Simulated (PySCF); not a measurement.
# Shapes and spin states of CuCl₄

Computed with PBE/[Cu def2-SVP, Cl def2-SVP], no relativity, density fitting, PySCF.

Relaxations began from a few typed shapes and spin states; open shells are unrestricted. The search is not exhaustive: other isomers or separated fragments can lie lower, and high-lying points may rest on an excited occupation.

Order these stationary points by electronic energy, lowest first, in kJ/mol from the lowest minimum.
A. quartet Td: Cu–Cl 2.196 Å (×4); Cl–Cu–Cl 109.5° (×6)
B. doublet D4h: Cu–Cl 2.173 Å (×4); Cl–Cu–Cl 90.0° (×4), Cl–Cu–Cl 180.0° (×2)

B (0.0), A (72.2).

Which of them are minima?

By energy in kJ/mol, 0.0: minimum; 72.2: minimum.

Formally Cu is in oxidation state +4, d7, with 1 unpaired electron (the high-spin count would be 3). The Mulliken spin on Cu is -0.03, so most of the spin sits on the ligands and the formal count fails. The polar-tensor charge on Cu, 0.09, is far below the formal one.

For the lowest minimum: other spin states or occupations of the open shell can lie lower.
